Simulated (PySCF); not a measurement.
B(Me)(OMe)(nPr), C₅H₁₃BO, SMILES CCCB(C)OC (GFN2-xTB optimised geometry):

```
20

B     -0.624     1.419     0.000
C     -1.487     2.763     0.000
H     -2.557     2.579    -0.001
H     -1.258     3.375    -0.872
H     -1.259     3.374     0.872
O      0.714     1.419     0.000
C      1.513     2.575     0.000
H      1.321     3.185     0.887
H      2.557     2.259     0.001
H      1.321     3.184    -0.888
C     -1.345    -0.004     0.000
C     -0.406    -1.212    -0.013
C     -1.169    -2.531    -0.013
H     -2.013    -0.070    -0.864
H     -1.997    -0.076     0.875
H      0.232    -1.158    -0.896
H      0.246    -1.166     0.861
H     -1.795    -2.611     0.874
H     -0.481    -3.375    -0.023
H     -1.810    -2.602    -0.890
```

Computed with PBE0/def2-SVP run with PySCF.

Problem. What are the frontier orbital energies and the dipole moment?

Solution. HOMO-2 -8.84 eV, HOMO-1 -8.80 eV, HOMO -7.60 eV, LUMO 0.85 eV, LUMO+1 1.64 eV; dipole moment 1.82 D.

On the same geometry PySCF 2.14.0 with PBE/def2-SVP gives HOMO-2 -7.35 eV, HOMO-1 -7.31 eV, HOMO -6.16 eV, LUMO -0.17 eV, LUMO+1 0.81 eV; dipole moment 1.79 D.

Meta-Löwdin charges at PBE0/def2-SVP: B1 0.32, C2 -0.44, H3 0.11, H4 0.11, H5 0.11, O6 -0.34, C7 -0.08, H8 0.10, H9 0.11, H10 0.10, C11 -0.30, C12 -0.15, C13 -0.30, H14 0.10, H15 0.10, H16 0.09, H17 0.09, H18 0.09, H19 0.09, H20 0.09.
